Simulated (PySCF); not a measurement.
Distorted geometries of [OsO3(H2O)2]2+

[OsO3(H2O)2]2+ (singlet). PySCF 2.14.0, RKS BP86, Os def2-SVP with ECP60, O def2-SVP, H def2-SVP; non-relativistic Hamiltonian with scalar-relativistic core potentials where named; density fitting; no spin-orbit coupling. Relaxed geometry:

```xyz
10

Os    0.0284    0.0000    0.0334
O    -0.7723    0.0000    1.5426
O    -0.9502    0.0000   -1.3767
O     1.7460    0.0000    0.0241
O     0.1031    2.0649   -0.0793
H     0.8375    2.6136    0.3119
H    -0.6728    2.6381   -0.3309
O     0.1031   -2.0649   -0.0793
H    -0.6728   -2.6381   -0.3309
H     0.8375   -2.6136    0.3119
```

Q: Order these distorted geometries by energy above the relaxed one, lowest first.
A.
```xyz
10

Os   -0.0405   -0.0082   -0.0125
O    -0.7892   -0.0110    1.5743
O    -0.9411   -0.0558   -1.4550
O     1.7612    0.0083    0.0487
O     0.1927    2.0912   -0.0828
H     0.8177    2.6229    0.3357
H    -0.6504    2.6429   -0.3143
O     0.0768   -2.0922   -0.0720
H    -0.6630   -2.5980   -0.3570
H     0.8233   -2.5999    0.3619
```
B.
```xyz
10

Os    0.1998   -0.1199    0.1460
O    -0.9740    0.1475    1.5754
O    -0.8441    0.1403   -1.5798
O     1.8987    0.0165   -0.1080
O    -0.1029    1.8930    0.0941
H     0.9083    2.5054    0.1430
H    -0.7699    2.8854   -0.3011
O     0.1124   -2.1845   -0.0725
H    -0.7437   -2.7538   -0.1797
H     0.9030   -2.5300    0.3096
```
C.
```xyz
10

Os    0.3066   -0.0569    0.1592
O    -0.7459    0.1989    1.5960
O    -0.7557   -0.0962   -1.4579
O     1.4938    0.2481    0.0613
O     0.1135    2.2594    0.2344
H     0.6629    2.7305    0.2646
H    -0.8915    2.3344   -0.5685
O     0.2321   -2.2999   -0.3002
H    -0.7667   -2.5784   -0.2644
H     0.9384   -2.7399    0.3024
```

A: A (0.62 eV), B (4.67 eV), C (21.47 eV).

Q: Which forces (eV/Å) act in the one that lies 0.62 eV up?

A: 
```
Os   4.31  0.26  3.04
O    0.44  0.06 -2.10
O   -0.47  0.19 -0.27
O   -3.29 -0.27 -0.32
O   -5.10 -2.10 -2.61
H    3.01  2.17  2.01
H    1.32 -0.51  0.34
O    2.14  2.16  0.79
H   -2.02 -1.88 -0.74
H   -0.34 -0.09 -0.14
```
Forces carry noise of the integration grid, about 0.01 to 0.03 eV/Å.
